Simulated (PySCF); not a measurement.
PySCF input for Al(Me)(OH)2 cation (CH5AlO2), SMILES [CH3][Al]([OH])[OH] (connectivity only; charge and spin as stated), charge +1, multiplicity 2, C-PCM-M06-2X/def2-SVP. Coordinates come from a B3LYP-D3(BJ)/def2-SVP optimisation. The multiplicity is an assumed one; other spin states were not compared. The isomer is the one that the SMILES or the coordinates give; other isomers of the formula were not compared. Other conformers were not sampled.

```python
import numpy as np
from pyscf import gto, scf, dft
from pyscf.solvent import pcm

mol = gto.M(
    atom='''
    Al    0.26014416   -0.11129427   -0.00000000
    C    -1.76911811    0.66603250    0.00000000
    H    -1.97480851    0.13985960    0.94676585
    H    -1.97480852    0.13985960   -0.94676585
    H    -1.84061074    1.75734185    0.00000000
    O     0.14710072   -1.74851146    0.00000000
    H     0.67699826   -2.55197712   -0.00000000
    O     1.21647944    1.22429081    0.00000000
    H     1.43742285    2.15931176   -0.00000001
    ''',
    basis='def2-SVP',
    charge=1,
    spin=1,
    max_memory=1600,
    verbose=3,
)
mf = dft.UKS(mol, xc='m06-2x').density_fit(auxbasis='def2-universal-jkfit')
mf.grids.level = 4
mf.conv_tol = 1e-9
mf.max_cycle = 100
mf.kernel()
fine, coarse = mf.grids, dft.Grids(mol).set(level=1).build(with_non0tab=True)
for _ in range(3):  # follow internal instabilities
    mf.grids = coarse
    mo, _, stable, _ = mf.stability(return_status=True, nroots=4)
    mf.grids = fine
    if stable:
        break
    mf.kernel(mf.make_rdm1(mo, mf.mo_occ))
res = {}
for name, eps in {'water': 78.355, 'chlorobenzene': 5.6968, 'toluene': 2.3741}.items():
    s = mf.PCM()
    s.with_solvent.method, s.with_solvent.eps, s.with_solvent.lebedev_order = 'C-PCM', eps, 29
    s.kernel(mf.make_rdm1())
    res[name] = (s.e_tot, eps, s.dip_moment(), s.mo_energy, s.converged)
    print(f'{name}: electrostatic solvation free energy {(s.e_tot - mf.e_tot) * 627.509474:.3f} kcal/mol')
```

Program output:

```

WARN: HOMO -0.295166689375284 >= LUMO -0.295166689375284

converged SCF energy = -433.430392063751  <S^2> = 0.75493154  2S+1 = 2.0049255
<class 'pyscf.df.df_jk.DFUKS'> wavefunction is stable in the internal stability analysis

WARN: PCM is an experimental feature. It is still in testing.
Features and APIs may be changed in the future.

converged SCF energy = -433.533381640308  <S^2> = 0.75432949  2S+1 = 2.0043248

WARN: System has nonzero charge 1; the dipole moment is origin-dependent.
Location of origin: [0. 0. 0.]

Dipole moment(X, Y, Z, Debye): -1.93383,  1.50867, -0.00000
water: electrostatic solvation free energy -64.627 kcal/mol

WARN: PCM is an experimental feature. It is still in testing.
Features and APIs may be changed in the future.

converged SCF energy = -433.516267121222  <S^2> = 0.75441886  2S+1 = 2.004414

WARN: System has nonzero charge 1; the dipole moment is origin-dependent.
Location of origin: [0. 0. 0.]

Dipole moment(X, Y, Z, Debye): -1.89783,  1.48853, -0.00000
chlorobenzene: electrostatic solvation free energy -53.887 kcal/mol

WARN: PCM is an experimental feature. It is still in testing.
Features and APIs may be changed in the future.

converged SCF energy = -433.490541008502  <S^2> = 0.7545613  2S+1 = 2.0045561

WARN: System has nonzero charge 1; the dipole moment is origin-dependent.
Location of origin: [0. 0. 0.]

Dipole moment(X, Y, Z, Debye): -1.84544,  1.46007, -0.00000
toluene: electrostatic solvation free energy -37.744 kcal/mol
```

The run converged.

Cost: around 100 core-seconds (rough).
